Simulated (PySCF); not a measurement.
Question: Give a PBE0-D3(BJ)/def2-SVP geometry of `BCC#C`.

Answer: 
```xyz
9
C3H5B angstrom
B     -1.3379    0.7072    0.1007
C     -0.3795   -0.5286    0.0065
C      1.0509   -0.2874   -0.0626
C      2.2408   -0.0677   -0.1148
H     -0.9375    1.8433    0.0274
H     -2.5221    0.4956    0.2277
H     -0.6275   -1.2205    0.8348
H     -0.7254   -1.0845   -0.8909
H      3.2961    0.1256   -0.1623
```

Orientation and origin are arbitrary. Atoms count from 1 in this order. The 4 heavy atoms lie in one plane (0.001 Å rms). The C–C distances run from 1.211 Å (C3≡C4, drawn triple) to 1.452 Å (C2–C3, drawn single), a spread of 0.241 Å. B1 (three-coordinate boron) is planar (angles 122.4°, 119.7° and 117.8°, sum 360.0°, 0.01 Å off the plane of its three neighbours).

Bonds between heavy atoms (Å): B1–C2 1.567, C2–C3 1.452, C3≡C4 1.211.

Computed with PBE0-D3(BJ)/def2-SVP geometry optimisation, gas phase (PySCF).

Point group: near Cs, missed by 0.18 Å at most; the miss may be what the optimiser left on a soft mode. Not checked by PBE0-D3(BJ)/def2-SVP frequencies. One conformer, not necessarily the lowest (H–B1–C2–C3 5° and -176°).

Time: 24 s; peak memory 0.34 GiB. Hardware: an Arm Neoverse N1 with one thread, shared host with 64 logical CPUs at a one-minute load of 60. These figures are those of the optimisation.
